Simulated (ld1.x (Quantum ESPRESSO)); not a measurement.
## An all-electron radial function and its pseudo partner (Al)

Columns: radius, all-electron u(r) and pseudo u(r) of the 3s shell (level -8.06 eV) of aluminium in the configuration [Ne] 3s1.75 3p1.25; LDA (PZ), scalar-relativistic, ultrasoft scheme, ld1.x (Quantum ESPRESSO) 7.5.

```csv
r (bohr),all-electron,pseudo
0.123,0.0823,0.0387
0.245,-0.1658,0.0781
0.368,-0.2936,0.1199
0.490,-0.2877,0.1642
0.613,-0.1998,0.2119
0.735,-0.0745,0.2623
0.858,0.0625,0.3156
0.980,0.1930,0.3700
1.103,0.3110,0.4250
1.225,0.4109,0.4782
1.348,0.4935,0.5286
1.470,0.5581,0.5736
1.593,0.6070,0.6122
1.715,0.6414,0.6424
1.838,0.6635,0.6635
1.960,0.6747,0.6747
2.083,0.6769,0.6769
2.205,0.6716,0.6716
2.328,0.6602,0.6602
2.450,0.6441,0.6441
2.573,0.6240,0.6240
2.695,0.6013,0.6013
2.818,0.5764,0.5764
2.940,0.5503,0.5503
3.063,0.5232,0.5232
3.185,0.4960,0.4960
```

Q: How many radial nodes do the two functions have?

A: The all-electron 3s function has n − l − 1 = 2; the pseudo-wave has 0, since the states of the same l below it are removed with the core.

Q: At about which radius was the pseudo-wave matched?

A: 1.90 bohr, where the columns begin to agree (steps of 0.12 bohr).

Q: Where does each function peak?

A: Outermost all-electron maximum near 2.08 bohr, pseudo maximum near 2.08 bohr (to the table’s step).

Q: Is the pseudo-wave norm-conserving?

A: No, it belongs to an ultrasoft set: the norm inside the radius is not constrained, and the difference is carried by the augmentation charge.
